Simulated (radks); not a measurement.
The sulfur ion S+ inside a hard spherical wall (all orbitals vanish at R), configuration held at [Ne] 3s2 3p3 and not refilled when levels cross. All-electron calculation, non-relativistic Kohn-Sham, PBE, spin-polarised, spherical densities, point nucleus; open shells are filled with parallel spins first. Program: a radial shooting solver on a logarithmic mesh with Libxc functionals. Eigenvalues in eV for spin up, with the zero of energy where the potential of the charges vanishes at infinity; a dash marks a level that is unbound or too diffuse for the functional's potential to be trusted. A positive occupied level is held by the wall or, in an anion where self-interaction has pushed it up, behind a barrier. The pressure on the wall is -dE/dV.

R (bohr)  E (hartree)  kinetic (hartree)    e(2s)    e(2p)    e(3s)    e(3p)  e(4s, empty)  e(3d, empty)  pressure (GPa)
free       -397.56951            397.089  -221.95  -168.12  -28.695  -17.921             -        -4.650               0
20         -397.56951            397.089  -221.95  -168.12  -28.695  -17.921             -        -4.650        < 0.0001
12         -397.56951            397.089  -221.95  -168.12  -28.695  -17.921        -5.573        -4.647        < 0.0001
10         -397.56951            397.089  -221.95  -168.12  -28.695  -17.921        -5.516        -4.631        < 0.0001
6          -397.56767            397.109  -221.84  -168.01  -28.624  -17.842        -3.112        -4.000           0.240
5          -397.55611            397.206  -221.40  -167.56  -28.336  -17.506         0.606        -3.007            2.47
4          -397.47497            397.726  -219.43  -165.58  -27.046  -15.943        10.892        -0.123            27.0
3.5        -397.31877            398.545  -216.81  -162.93  -25.196  -13.683        22.414         3.211            93.7
3          -396.89921            400.386  -211.80  -157.86  -21.155   -8.827        43.877         9.460             346
1.5        -380.62961            444.319  -152.61  -96.613   90.862   106.38        417.72        108.93           44600
